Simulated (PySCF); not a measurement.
## Correlation energy of Hf²⁺ (hafnium, charge +2)

[Xe] 4f14 5d1 6s1, high-spin 3D determinant (an excited configuration). Calculation: PySCF 2.14, in ANO-RCC-VTZP (8s7p5d3f2g1h, 104 functions); the spin-free X2C one-electron Hamiltonian (Gaussian nucleus). Frozen: [Xe] 4f14; 2 electrons correlated.

With two correlated electrons CCSD is exact within the correlated space (frozen core and kept virtual orbitals).

```tsv
level	correlation energy (mhartree)
CCSD	-4.97
```

Diagnostics: T1 = 0.022, D1 = 0.0437, largest double amplitude 0.026.

Spin-orbit coupling, absent here, splits the open shell strongly.

Cost of the coupled-cluster step: about 6 core-seconds, for 2 correlated electrons.

Iterations:

```
CC2 = 0
CCSD nocc = (np.int64(2), np.int64(0)), nmo = (70, 70)
frozen orbitals [[0, 1, 2, 3, 4, 5, 6, 7, 8, 9, 10, 11, 12, 13, 14, 15, 16, 17, 18, 19, 20, 21, 22, 23, 24, 25, 26, 27, 28, 29, 30, 31, 32, 33], [0, 1, 2, 3, 4, 5, 6, 7, 8, 9, 10, 11, 12, 13, 14, 15, 16, 17, 18, 19, 20, 21, 22, 23, 24, 25, 26, 27, 28, 29, 30, 31, 32, 33]]
max_cycle = 100
direct = 0
conv_tol = 1e-08
conv_tol_normt = 1e-06
diis_space = 8
diis_start_cycle = 0
Init t2, MP2 energy = -0.00372871970110192
Init E_corr(UCCSD) = -0.00372871970117255
cycle = 1  E_corr(UCCSD) = -0.00463130178704543  dE = -0.000902582086  norm(t1,t2) = 0.0113872
cycle = 2  E_corr(UCCSD) = -0.00487791471380671  dE = -0.000246612927  norm(t1,t2) = 0.00354094
cycle = 3  E_corr(UCCSD) = -0.00498167998295157  dE = -0.000103765269  norm(t1,t2) = 0.00144703
cycle = 4  E_corr(UCCSD) = -0.00498059966845183  dE = 1.0803145e-06  norm(t1,t2) = 0.000864537
cycle = 5  E_corr(UCCSD) = -0.00497986581367078  dE = 7.33854781e-07  norm(t1,t2) = 0.000840444
cycle = 6  E_corr(UCCSD) = -0.00497391434417084  dE = 5.9514695e-06  norm(t1,t2) = 0.0008164
cycle = 7  E_corr(UCCSD) = -0.00497009694594834  dE = 3.81739822e-06  norm(t1,t2) = 0.000235659
cycle = 8  E_corr(UCCSD) = -0.00497017721074216  dE = -8.02647938e-08  norm(t1,t2) = 1.52547e-05
cycle = 9  E_corr(UCCSD) = -0.00497014258423978  dE = 3.46265024e-08  norm(t1,t2) = 3.61622e-06
cycle = 10  E_corr(UCCSD) = -0.00497016301158347  dE = -2.04273437e-08  norm(t1,t2) = 1.06101e-06
cycle = 11  E_corr(UCCSD) = -0.00497016387304176  dE = -8.61458288e-10  norm(t1,t2) = 1.77114e-07
UCCSD converged
E(UCCSD) = -15072.18613293062  E_corr = -0.004970163873041757
```
